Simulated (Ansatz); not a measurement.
System: C$_{2}$H$_{10}$O$_{2}$Si$_{2}$, net charge 0, singlet state. 
Coordinates optimised at B3LYP-D3(BJ)/def2-TZVP (Ansatz, a first-principles code):
```xyz
16

C     -0.8720     1.8916    -1.1286
Si    -0.6303     0.2479    -0.2599
C     -2.1352    -0.1194     0.7973
O     -0.3819    -0.9843    -1.3704
Si     1.4099     0.0620     0.9036
O      2.0191    -1.4350     0.5191
H     -0.0306     2.1188    -1.7854
H     -1.7854     1.8942    -1.7301
H     -0.9564     2.7022    -0.4000
H     -2.0387    -1.0820     1.3026
H     -3.0485    -0.1406     0.1958
H     -2.2634     0.6494     1.5635
H     -1.0798    -1.1994    -1.9947
H      2.3640     1.1361     0.5145
H      1.2591     0.1357     2.3785
H      1.6121    -1.8322    -0.2589
```

Atomisation energy built up term by term with Ansatz (kcal/mol; UHF references for open shells; valence terms freeze the core; atomic spin-orbit terms are left out). CBS marks a two-point X^-3 extrapolation of the correlation energy; Hartree-Fock from the larger set.

```
term                                            basis  kcal/mol
-----------------------  ----------------------------  --------
Hartree-Fock                              cc-pV(Q+d)Z         …
CCSD correlation         CBS(cc-pV(T+d)Z,cc-pV(Q+d)Z)    348.93
(T)                      CBS(cc-pV(T+d)Z,cc-pV(Q+d)Z)         …
core correlation                            cc-pwCVTZ      3.13
scalar relativity (X2C)    cc-pVTZ-DK against cc-pVTZ     -2.36
sum: De                                                       …
```

**Question.** Fill in the missing entries.

**Answer.** 
- Hartree-Fock, kcal/mol: 1053.48
- (T), kcal/mol: 19.72
- sum: De, kcal/mol: 1422.9
